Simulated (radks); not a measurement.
Question: Method: scalar-relativistic Kohn-Sham, PBE, spin-polarised, spherical densities, finite nucleus; Fermi nuclear charge, rms radius of each element as measured or else 0.836 A^(1/3) + 0.57 fm; computed with a radial shooting solver on a logarithmic mesh with Libxc functionals. Response by self-consistent Sternheimer equations with the Hartree and adiabatic LDA kernel, the relativistic mass of each level held fixed and spin-orbit coupling left out. Rank Mg2+, Al3+, Ar8+, Cl7+, Si4+, S6+, Ne, P5+ (NIST ground configurations) by static dipole polarisability, largest first.

Answer: Ne 3.110, Mg2+ 0.5144, Al3+ 0.2831, Si4+ 0.1711, P5+ 0.1104, S6+ 0.07477, Cl7+ 0.05260, Ar8+ 0.03816 bohr^3.
